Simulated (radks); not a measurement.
The numbers below are computed, except where a source is named.
These are the eigenvalues of the occupied orbitals of an atom or ion with whole-number occupations (eV). Level of theory: scalar-relativistic Kohn-Sham, TASK exchange with Perdew-Wang LDA correlation, spin-polarised, spherical densities, finite nucleus; meta-GGA in the generalised Kohn-Sham scheme; Fermi nuclear charge, rms radius of each element as measured or else 0.836 A^(1/3) + 0.57 fm (a radial shooting solver on a logarithmic mesh with Libxc functionals).

orbital  eigenvalue
1s up     -2421.181
1s down   -2420.781
2s up     -217.9626
2s down   -217.6876
2p up     -161.0189
2p down   -160.5151
3s up      -19.5824
3s down    -16.9558
3p up       -8.4992
3p down     -6.0296

Which element is it, and in what charge state? The configuration may be excited. Open shells, if any, are filled with parallel spins first.

Answer. Z = 16, sulfur, charge 0: S in [Ne] 3s2 3p4. The list shows which subshells hold electrons but not how many an open one holds; the 1s level, -88.977 hartree, gives Z - s = 13.3 by -(Z - s)^2/2, which with screening and relativity narrows Z to a few neighbours, and the depths of the outer levels then fix element, charge and occupations together.
